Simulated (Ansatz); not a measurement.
Al(AsH3)H3 (AlAsH₆). Charge 0, multiplicity 1. Geometry r2SCAN-D4/def2-TZVP; atoms count from 1.

```xyz
8

Al   -0.639    0.137    1.375
As    0.458   -0.098   -0.988
H     1.901    0.287   -1.191
H    -0.102    0.661   -2.164
H     0.531   -1.446   -1.656
H    -0.377    1.701    1.546
H     0.326   -0.888    2.127
H    -2.097   -0.354    0.952
```

Q: Estimate the Mulliken populations from the PBE0/def2-TZVP orbitals of Ansatz.

A: 
```
atom  charge (e)
 Al1        0.20
 As2       -0.08
  H3        0.10
  H4        0.10
  H5        0.10
  H6       -0.14
  H7       -0.14
  H8       -0.14
```
Mulliken values depend strongly on the basis.

Q: And the Mayer bond orders between heavy atoms (over 0.3)?

A: Al1–As2 0.48 (2.62 Å).
